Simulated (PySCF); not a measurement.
A structure optimised at B3LYP-D3(BJ)/def2-SVP, used in a PySCF frequency run:

```
Al
O 1 1.7010
H 2 0.9611 1 123.03
O 1 1.7028 2 120.07 3 -4.38
H 4 0.9600 1 126.23 2 -158.88
F 1 1.9728 2 103.27 3 115.45
Si 6 1.7415 1 99.05 2 110.44
H 7 1.4813 6 104.06 1 -118.38
H 7 1.4826 8 111.19 6 111.27
S 7 2.0821 8 118.83 9 142.93
```

### Question
Write its SMILES and formula.

### Answer
[OH][Al]([OH])[S][SiH2]F, AlFH4O2SSi

### Question
What are its rotational constants (standard atomic weights)?

### Answer
2.6733, 1.4329, 1.3232 GHz
